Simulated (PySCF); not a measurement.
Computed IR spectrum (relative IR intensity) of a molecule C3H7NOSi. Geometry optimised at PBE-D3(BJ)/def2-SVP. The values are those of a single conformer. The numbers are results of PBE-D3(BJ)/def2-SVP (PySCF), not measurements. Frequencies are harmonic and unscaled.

Lines under 2 % of the strongest are left out, and lines within 2 cm⁻¹ are merged.

ν (cm⁻¹): 143 (vw), 271 (m), 379 (vw), 449 (vw), 653 (m), 709 (m), 740 (w), 850 (m), 871 (s), 892 (w), 955 (s), 974 (w), 1048 (w), 1135 (m), 1190 (vw), 1255 (vs), 1271 (w), 1346 (w), 1389 (vw), 1433 (w), 1674 (m), 2139 (s), 2196 (s), 2855 (m), 2919 (m), 3096 (w), 3131 (vw), 3551 (w) (against the strongest line: vs over 80 %, s over 45 %, m over 15 %, w over 4 %, vw less)

### Question
Which molecule gave these data?
A) C1=CO[SiH2]NC1
B) C/N=C(\[SiH3])C=O
C) C[C@@H]1N=C[Si@@H]1O
D) C=C1OC[Si@@H]1N

### Answer
A, C1=CO[SiH2]NC1
